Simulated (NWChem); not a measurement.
Species: C₂H₄BFO₂; SMILES FBOC(=O)C

```xyz
10

B      0.5089    -1.5505    -0.3195
F     -0.5205    -2.0304     0.3454
H      1.2815    -2.2933    -0.8655
O      0.7642    -0.2101    -0.3522
C     -0.1231     0.7925    -0.0460
C      0.5882     1.9946     0.4895
O     -1.2951     0.6881    -0.2385
H     -0.1308     2.7988     0.6792
H      1.3513     2.3245    -0.2306
H      1.1160     1.7300     1.4181
```
Atoms are numbered in this order, from 1.

Computed with NWChem. All runs use the structure optimised with PBE0/def2-SVP. Atomic charges in e: unrestrained fits to the electrostatic potential beside Mulliken populations; buried atoms are poorly determined by the fit.

Task: Predict the results for B3LYP/def2-SVP. Quantities: ESP B1; Mulliken B1; ESP F2; Mulliken F2; ESP O4; Mulliken O4; ESP C5; Mulliken C5; ESP C6; Mulliken C6; relative RMS misfit of the potential (%).

Result: 
* **ESP B1**: 0.70
* **Mulliken B1**: 0.22
* **ESP F2**: -0.28
* **Mulliken F2**: -0.09
* **ESP O4**: -0.55
* **Mulliken O4**: -0.19
* **ESP C5**: 0.87
* **Mulliken C5**: 0.15
* **ESP C6**: -0.41
* **Mulliken C6**: 0.03
* **relative RMS misfit of the potential (%)**: 23
